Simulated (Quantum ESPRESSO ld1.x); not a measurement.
Values are calculated unless marked as measured or tabulated.
One sound ld1.x (Quantum ESPRESSO 7.5) input for the molybdenum ion Mo2+ gives E = -3972.2569 hartree in 26 iterations:

```
 &input
    zed=42.0,
    iswitch=1,
    rel=0,
    lsd=1,
    dft='PW',
    config='[Kr] 4d4',
    prefix='ld1',
    max_out_wfc=37,
    file_charge='ld1.rho',
 /
```

Changed or added lines, one case at a time, and what came of them:

- dft='LDA+U': refused. The program stops in set_dft_from_name with "LDA+U: unrecognized dft": the name is not a functional that the program knows.
- rmax=3.0: inaccurate. The mesh cuts the orbital tails; the run ends without a warning, but the energy is off by -0.1381 hartree against the default mesh.
- atom='Mo': harmless. atom and zed name the same element, and the result equals that of the sound run.
- dft='M06L': refused. The program stops in ld1_setup with "meta-GGA not implemented for LSDA": ld1.x has meta-GGAs only without spin and for rel = 0 or 1.
- config='[Kr] 4d4 4d4': not converged. The string holds 44 electrons for Z = 42, so the species has charge -2 and is not the one meant. The extra electrons are not bound, and the cycle does not converge.
- noscf=.true.: refused. The program stops in ld1_readin with "hydrogenic levels available only with lsd=0": noscf gives hydrogenic levels and needs lsd = 0.
- beta=2.0: harmless. The Broyden-type mixing copes: 39 iterations against 26, same energy.
